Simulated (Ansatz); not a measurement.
Geometry optimisation, Ansatz 0.2.0, RHF/def2-SVP.

Input:

```yaml
crystal:
  periodic: [false, false, false]
  atoms:
    - { symbol: Mo, position_ang: [-0.308214, -0.705992, -0.01879] }
    - { symbol: F, position_ang: [-0.395051, 0.50408, 1.303954] }
    - { symbol: Cl, position_ang: [2.206298, -0.314434, 0.868137] }
    - { symbol: Cl, position_ang: [0.375008, 3.431655, 1.799689] }
    - { symbol: Cl, position_ang: [-2.596281, -0.619882, -0.379583] }
    - { symbol: Cl, position_ang: [-0.004303, -2.961168, 0.043612] }
    - { symbol: Cl, position_ang: [0.358043, -0.113334, -2.132414] }
    - { symbol: Cl, position_ang: [1.310381, 2.409489, 0.328532] }
    - { symbol: H, position_ang: [1.62302, 1.045786, 0.800863] }
basis:
  gaussian: { orbitals: def2-SVP }
hamiltonian:
  xc: hf
relax:
  f_tol: 0.03
  max_steps: 50
output:
  orbitals: {}
```

Launched with:

```bash
$ ansatz run input.yaml --threads 4 --pin off --max-ram 5120MiB --backend cpu --events-out ev --progress --plain --runs-dir out
```

Problem. Where does it end, and by what steps?

Solution. The forces met the threshold. The force dipped under the threshold on the way, but the program's further checks kept it going. After 18 steps the energy has fallen by 1.732 eV; Cl8 moved furthest, 0.90 Å. Parted: Cl8–H9 (1.48 → 2.81 Å).

| step | energy less start (eV) | largest force component (eV/Å) | accepted |
| --- | --- | --- | --- |
| 0 | 0.0000 | 3.517 | yes |
| 1 | -0.5453 | 2.966 | yes |
| 2 | -1.0976 | 2.861 | yes |
| 3 | -1.4716 | 0.724 | yes |
| 4 | -1.6508 | 0.756 | yes |
| 5 | -1.6950 | 0.684 | yes |
| 6 | -1.6948 | 0.565 | no |
| 7 | -1.7267 | 0.096 | yes |
| 8 | -1.7288 | 0.043 | yes |
| 9 | -1.7292 | 0.112 | yes |
| 10 | -1.7297 | 0.168 | yes |
| 11 | -1.7310 | 0.008 | yes |
| 12 | -1.7311 | 0.095 | yes |
| 13 | -1.7314 | 0.044 | yes |
| 14 | -1.7317 | 0.034 | yes |
| 15 | -1.7320 | 0.060 | yes |
| 16 | -1.7321 | 0.048 | yes |
| 17 | -1.7319 | 0.033 | no |
| 18 | -1.7324 | 0.025 | yes |

```xyz
9
Properties=species:S:1:pos:R:3
Mo -0.525 -0.829 -0.041
F -0.789 0.280 1.351
Cl 2.205 -0.497 0.985
Cl 0.593 3.799 1.999
Cl -2.755 -0.934 -0.595
Cl -0.039 -3.057 0.022
Cl 0.305 -0.144 -2.060
Cl 1.263 3.295 0.158
H 2.312 0.763 0.796
```

Whether the end is a true minimum wasn't checked by a vibrational analysis.

Run time: 97 s on 4 threads of Arm Neoverse V2 (shared host), peak memory 0.67 GiB.
